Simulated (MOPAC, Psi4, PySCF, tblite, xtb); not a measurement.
Dimer H4Si ··· Cl2 (SMILES [SiH4] and ClCl) at R = 4.20 Å between the centres of mass, closest contact 2.94 Å (lowest of the rigid-body minima from ten starts at GFN2-xTB). Geometry in Å and degrees:

```
Si
H 1 1.4803
H 1 1.4803 2 109.47
H 1 1.4803 2 109.47 3 -120.00
H 1 1.4803 2 109.47 3 120.00
Cl 4 2.9377 1 89.33 2 59.25
Cl 6 2.0135 2 135.44 1 -143.84
```

- GFN2-xTB (tblite)
- SAPT0/jun-cc-pVDZ, frozen core (Psi4)
- revPBE/def2-TZVP, counterpoise-corrected (Psi4)
- revPBE-D3(BJ)/def2-TZVP, counterpoise-corrected (Psi4)
- PBE/def2-TZVP, counterpoise-corrected (Psi4)
- PBE-D3(BJ)/def2-TZVP, counterpoise-corrected (Psi4)
- HF/aug-cc-pVTZ, counterpoise-corrected (Psi4)
- MP2/aug-cc-pVTZ = Psi4 with DF-MP2/aug-cc-pVTZ, frozen core, counterpoise-corrected
- SCS-MP2/aug-cc-pVTZ = DF-SCS-MP2/aug-cc-pVTZ, frozen core, counterpoise-corrected run with Psi4
- PM7, restricted, heats of formation (MOPAC)
- PM3, restricted, heats of formation (MOPAC)
- GFN1-xTB (xtb)
- RKS-B3LYP/6-31G* = PySCF with restricted B3LYP/6-31G*, spherical d, no counterpoise correction
- RKS-B3LYP/LANL2DZ = restricted B3LYP/LANL2DZ, with its core potentials past Ne, no counterpoise correction (PySCF)
- RHF/STO-3G = restricted Hartree-Fock/STO-3G, no counterpoise correction (PySCF)
- RKS-M06-2X/6-31G* = restricted M06-2X/6-31G*, spherical d, no counterpoise correction (PySCF)

**Question.** What interaction energy does each level give?

**Answer.** 
```csv
method,E_int / kJ/mol
GFN1-xTB,-20.97
GFN2-xTB,-5.62
PM7,-4.81
PBE-D3(BJ)/def2-TZVP,-3.43
RKS-M06-2X/6-31G*,-2.64
PM3,-1.84
revPBE-D3(BJ)/def2-TZVP,-1.46
MP2/aug-cc-pVTZ,-1.03
PBE/def2-TZVP,1.16
SCS-MP2/aug-cc-pVTZ,2.02
SAPT0/jun-cc-pVDZ,5.41
RKS-B3LYP/6-31G*,5.74
RKS-B3LYP/LANL2DZ,6.76
RHF/STO-3G,7.99
revPBE/def2-TZVP,8.46
HF/aug-cc-pVTZ,12.47
```
